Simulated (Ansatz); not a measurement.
Cost and result for the atomization energy of `O[SiH](O)[O][AlH2]` (10 atoms, 9 bonds).

```xyz
10

O     1.881    1.117   -0.092
Si    0.860    0.026    0.584
O     0.264    0.732    1.929
O    -0.288   -0.383   -0.480
Al   -1.782   -0.859   -1.104
H     2.072    1.020   -1.026
H     1.552   -1.207    1.005
H     0.305    1.689    1.969
H    -1.914   -0.899   -2.677
H    -2.949   -1.236   -0.109
```

Charge 0, multiplicity 1. Geometry: relaxed with PBE0-D4/def2-TZVP. It is one conformer, not always the lowest. Program: Ansatz. All runs use 4 threads of an Arm Neoverse V1 on a shared host. Times are those of one run each, without the atoms' runs, and a repeat can differ threefold. Electronic energies, without spin–orbit coupling; frozen cores. CCSD(T)/CBS adds CCSD(T) − MP2 in def2-TZVPP to the MP2 limit, and its time is that of the two runs behind it. T1 = 0.012. B3LYP takes the VWN-RPA correlation (the form of Gaussian; ORCA's B3LYP/G).

CCSD(T)/CBS is a level of theory with its own doubt, some kJ/mol a heavy atom from the limit and from the frozen cores, so smaller differences don't rank the functionals.

```csv
level,functions,wall time
PBE0-D4/def2-TZVPP,247,2.7 s
PBE-D4/def2-TZVPP (with forces),247,2.8 s
B3LYP-D4/def2-TZVPP (with forces),247,4 s
r2SCAN-D4/def2-TZVPP (with forces),247,4.4 s
B2PLYP/def2-TZVPP,247,4.6 s
ωB97X-V/def2-TZVPP,247,7.5 s
ωB97M-V/def2-TZVPP (with forces),247,11 s
MP2/def2-QZVPP,461,18 s
CCSD(T)/def2-TZVPP,247,120 s
CCSD(T)/CBS(def2),–,2.2 min
```

(1) What atomization energy does each give, and how far from CCSD(T)/CBS? (Estimate.)

Answers

(1) The calculation gave: 
```json
{"level": "PBE0-D4/def2-TZVPP", "atomization (kcal/mol)": "872.8", "difference from CCSD(T)/CBS": "-25.8", "per bond": "-2.9"}
{"level": "PBE-D4/def2-TZVPP (with forces)", "atomization (kcal/mol)": "889.7", "difference from CCSD(T)/CBS": "-8.9", "per bond": "-1.0"}
{"level": "B3LYP-D4/def2-TZVPP (with forces)", "atomization (kcal/mol)": "885.2", "difference from CCSD(T)/CBS": "-13.4", "per bond": "-1.5"}
{"level": "r2SCAN-D4/def2-TZVPP (with forces)", "atomization (kcal/mol)": "891.6", "difference from CCSD(T)/CBS": "-7.0", "per bond": "-0.8"}
{"level": "B2PLYP/def2-TZVPP", "atomization (kcal/mol)": "881.1", "difference from CCSD(T)/CBS": "-17.5", "per bond": "-1.9"}
{"level": "ωB97X-V/def2-TZVPP", "atomization (kcal/mol)": "893.3", "difference from CCSD(T)/CBS": "-5.3", "per bond": "-0.6"}
{"level": "ωB97M-V/def2-TZVPP (with forces)", "atomization (kcal/mol)": "893.8", "difference from CCSD(T)/CBS": "-4.8", "per bond": "-0.5"}
{"level": "MP2/def2-QZVPP", "atomization (kcal/mol)": "910.6", "difference from CCSD(T)/CBS": "12.0", "per bond": "1.3"}
{"level": "CCSD(T)/def2-TZVPP", "atomization (kcal/mol)": "870.2", "difference from CCSD(T)/CBS": "-28.4", "per bond": "-3.2"}
{"level": "CCSD(T)/CBS(def2)", "atomization (kcal/mol)": "898.6", "difference from CCSD(T)/CBS": "0.0", "per bond": "0.0"}
```

In def2-TZVPP, CCSD(T) changes the Hartree–Fock value by +224.5 kcal/mol (the triples alone add +12.1 kcal/mol) and MP2 by +247.6 kcal/mol; breaking electron pairs costs correlation energy, which Hartree–Fock lacks. From PBE to PBE0 (25 % exact exchange), in def2-TZVPP and without D4, the atomization energy moves by −16.2 kcal/mol: exact exchange takes away binding that semilocal exchange gives to molecules. The D4 term adds +7.7 kcal/mol with B3LYP and +4.0 kcal/mol with PBE0; it sums over pairs of atoms, weighted by their polarisabilities, and B3LYP, whose exchange is more repulsive, gets the larger term.
